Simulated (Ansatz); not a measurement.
Computed with Ansatz on PBE0-D4/def2-TZVP structures; ΔE is electronic, products minus reactants. CCSD(T)/CBS is the MP2 limit (def2-TZVPP, def2-QZVPP) plus CCSD(T) − MP2 in def2-TZVPP, frozen cores. Functionals use def2-TZVPP. B3LYP here is the variant with VWN-RPA as its local correlation; programs differ in this. For Ga outer-core shells are correlated without core-valence functions, which leaves a few kJ/mol of doubt a bond. Scalar relativity is left out up to krypton.

Reaction (adduct formation): `[SiH3]O[SiH3]` + `[GaH3]` → `[SiH3][O+]([SiH3])[GaH3-]`

```csv
level,ΔE (kcal/mol),difference from CCSD(T)/CBS
B3LYP-D4,-11.4,1.3
r2SCAN0-D4,-12.5,0.2
ωB97X-V,-11.6,1.1
r2SCAN,-11.7,1.0
B3LYP,-5.8,6.9
CAM-B3LYP,-8.2,4.5
LC-ωPBE,-9.3,3.4
RPA@PBE/def2-TZVPP,-11.8,0.9
HF/def2-SVP,-7.1,5.6
CCSD/def2-SVP,-13.9,-1.2
MP2/def2-TZVPP,-12.8,-0.1
HF/def2-QZVPP,-2.7,10.0
MP2/def2-QZVPP,-12.7,0.0
SCS-MP2/def2-QZVPP,-10.6,2.1
HF/CBS(def2),-2.6,10.1
CCSD/CBS(def2),-11.4,1.3
CCSD(T)/CBS,-12.7,0
```

Largest T1 diagnostic among the species: 0.013.

The D4 term adds −5.6 kcal/mol with B3LYP and −3.0 kcal/mol with PBE0; it sums over pairs of atoms, weighted by their polarisabilities, and B3LYP, whose exchange is more repulsive, gets the larger term. From BLYP to BHLYP (50 % exact exchange), in def2-TZVPP and without D4, ΔE moves by −2.9 kcal/mol. Leaving LDA and LC-ωPBE aside and taking each functional with its dispersion term where it has one, the values, not all of them listed here, spread over 3.8 kcal/mol, from r2SCAN-D4 to B2PLYP. LDA lies −9.1 kcal/mol from PBE without D4.
